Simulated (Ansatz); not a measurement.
Consider the isomerisation: `[OH][SnH2][O][SiH3]` → `O[SiH2][SnH2][OH]`.

Calculated with Ansatz (gas phase, PBE0-D4/def2-TZVP geometries, no zero-point term in ΔE). CCSD(T)/CBS adds triple-zeta CCSD(T) − MP2 to the extrapolated MP2 energy (def2 sets, frozen cores). Functionals use def2-TZVPP. B3LYP here is the variant with VWN-RPA as its local correlation; programs differ in this. def2 core potentials past Kr. For Sn outer-core shells are correlated without core-valence functions, which leaves a few kJ/mol of doubt a bond. Each species was taken in one conformer, which may not be the lowest.

```csv
level,ΔE (kcal/mol),difference from CCSD(T)/CBS
LDA (SPW92),2.5,-6.6
BLYP-D4,7.2,-1.9
B97M-V,9.3,0.2
B3LYP-D4,7.7,-1.4
ωB97X-V,8.7,-0.4
ωB97M-V,8.1,-1.0
PBE-QIDH,7.3,-1.8
PBE,3.5,-5.6
CAM-B3LYP,9.1,0.0
CCSD(T)/def2-SVP,11.3,2.2
HF/def2-TZVPP,12.9,3.8
CCSD(T)/def2-TZVPP,9.3,0.2
MP2/def2-QZVPP,9.9,0.8
SCS-MP2/def2-QZVPP,11.2,2.1
HF/CBS(def2),13.6,4.5
CCSD/CBS(def2),9.2,0.1
CCSD(T)/CBS,9.1,0
```

Problem. What do rigid-rotor, harmonic-oscillator terms from PBE0-D4/def2-TZVP frequencies (298.15 K, 1 bar) make of the CCSD(T)/CBS value? (An estimate is asked.)

Solution. Ansatz gave: ΔZPE = +1.1 kcal/mol, ΔH = +10.4 kcal/mol, ΔS = 1 J/(mol·K), ΔG = +10.3 kcal/mol. Modes under 50 cm⁻¹ make the entropy rough.

Largest T1 diagnostic among the species: 0.014.

At CCSD(T), def2-SVP lies +2.2 kcal/mol from the extrapolated value and def2-TZVPP +0.2 kcal/mol. From BLYP to BHLYP (50 % exact exchange), in def2-TZVPP and without D4, ΔE moves by +2.5 kcal/mol. In def2-TZVPP, CCSD(T) changes the Hartree–Fock value by −3.5 kcal/mol (the triples alone add −0.1 kcal/mol) and MP2 by −3.0 kcal/mol.
